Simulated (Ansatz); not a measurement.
`O=C=N[Si](Cl)(Cl)Cl` + `N#[C][AlH][Cl]` → `N#C[Si](Cl)(Cl)Cl` + `O=C=[N][AlH][Cl]`  (redistribution)

Isolated molecules relaxed with PBE0-D4/def2-TZVP in Ansatz; ΔE leaves out vibrations. CBS: MP2 limit from def2 TZ/QZ plus the TZ coupled-cluster correction, frozen cores. This one scheme is used for every species. DFT in def2-TZVPP. HSE06 is defined as in plane-wave codes. One conformer a species, not always the lowest.

Q: Is it downhill or uphill in electronic energy at CCSD(T)/CBS, and by how much? (Estimate.)

A: The calculation gave: Downhill: ΔE = -2.6 kcal/mol.

Q: What do these levels give: BLYP-D4, ωB97X-V, PBE, HSE06, CAM-B3LYP, CCSD/def2-TZVPP? (Best estimate.)

A: The calculation gave: BLYP-D4 -3.3, ωB97X-V -2.4, PBE -3.7, HSE06 -3.0, CAM-B3LYP -2.8, CCSD/def2-TZVPP -2.8 kcal/mol.

Largest T1 diagnostic among the species: 0.015.

From BLYP to BHLYP (50 % exact exchange), in def2-TZVPP and without D4, ΔE moves by +1.2 kcal/mol. In def2-TZVPP, CCSD(T) changes the Hartree–Fock value by −1.1 kcal/mol (the triples alone add −0.1 kcal/mol) and MP2 by −1.3 kcal/mol.
